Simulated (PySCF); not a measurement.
## Polarisability of `CC#C/C=C/[CH+]C`

Species: C7H9 (charge +1).
Structure used (GFN2-xTB), in Å, numbered top down from 1:
```xyz
16
C7H9 angstrom
C      3.9692    0.2148   -0.1895
C      2.5952   -0.1197   -0.2102
C      1.4087   -0.4123   -0.2317
C      0.0886   -0.7622   -0.2675
C     -0.9486    0.0742    0.1398
C     -2.2578   -0.3274    0.0870
C     -3.3892    0.4862    0.4988
H      4.1139    1.2954   -0.1845
H      4.4860   -0.2403   -1.0363
H      4.4146   -0.1959    0.7220
H     -0.1463   -1.7545   -0.6411
H     -0.7049    1.0626    0.5072
H     -2.4824   -1.3217   -0.2849
H     -3.9546   -0.0389    1.2750
H     -4.0984    0.5763   -0.3298
H     -3.1017    1.4724    0.8524
```

Level: PBE0/def2-SVPD (PySCF), static field, nuclei fixed, core orbitals frozen in the response. The polarisability tensor in these axes (au):

```
x   206.22   0.94 -10.93
y     0.94  60.20   4.05
z   -10.93   4.05  52.29
```

**Question.** Diagonalise the tensor; give its mean and Δα, where Δα² is half the sum of the squared differences of the eigenvalues.

**Answer.** Principal values 49.88, 61.84 and 207.00 au; mean 106.24 au = 15.74 Å³ = 17.52 × 10⁻⁴⁰ C²·m²/J; Δα = 151.49 au (143 % of the mean).

**Question.** What are the principal values of the traceless quadrupole moment, Θ = ½Σq(3rr − r²1), about the centre of nuclear charge?

**Answer.** -27.33, -19.32, 46.65 D·Å. The values depend on the origin, since the species is charged. The electronic extent ⟨r²⟩ about the same centre is 1409 bohr², a root-mean-square distance of 2.81 Å for the 50 electrons.

**Question.** Give the principal axes and the span of the nuclei along them.

**Answer.** Largest value along (1.00, 0.00, -0.07), where the nuclei span 8.61 Å; middle along (0.02, 0.93, 0.37), 3.48 Å; least along (0.07, -0.37, 0.93), 1.83 Å. The response follows the extents in order.

**Question.** Rayleigh depolarisation ratio (linearly polarised light, static tensor)?

**Answer.** ρ = 3Δα²/(45ᾱ² + 4Δα²) = 68852.1/(507908 + 91802.9) = 0.115.

**Question.** In TDDFT the mean static polarisability is Σ f/ω² over all singlet excitations (ω in hartree). How much of it do the 6 lowest give? Their energies (eV) and oscillator strengths: 2.63, 0.0001; 4.08, 0.8496; 5.31, 0.0006; 5.89, 0.0587; 6.08, 0.0016; 6.53, 0.0001.

**Answer.** They add up to 39.11 au, 36.8 % of the 106.24 au; the largest single term is 37.80 au, from the state at 4.08 eV. Terms in order: 0.02, 37.80, 0.01, 1.25, 0.03, 0.00 au. Higher excitations give the rest. The strengths listed sum to 0.911.

One conformer (not necessarily the lowest) at the GFN2-xTB geometry, without solvent, vibrations or thermal averaging.
